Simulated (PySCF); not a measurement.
SbFBr2, SMILES [Br][Sb]([Br])[F].

Coordinates come from a PBE0-D3(BJ)/def2-SVP optimisation. The def2 effective core potentials stand for the cores of Sb; spin–orbit coupling is left out.

All values below come from PySCF with r2SCAN/def2-TZVP.

Gas-phase values at a fixed geometry.

Task: Estimate the frontier levels, gap, dipole moment and polarisability. (Estimate from the structure and the level; the computed values follow.)

Result: 
```json
{
  "highest_occupied_level": "-7.64 eV",
  "lowest_empty_level": "-2.81 eV",
  "orbital_gap": "4.83 eV",
  "dipole_moment": "2.75 D",
  "quadrupole, principal values (traceless, Buckingham form, about the centre of nuclear charge)": "-5.79, -0.96, 6.75 D·Å",
  "mean_static_polarisability": "78.3 bohr³ (11.60 Å³)",
  "polarisability_principal_values": "56.8, 76.5, 101.4 bohr³"
}
```
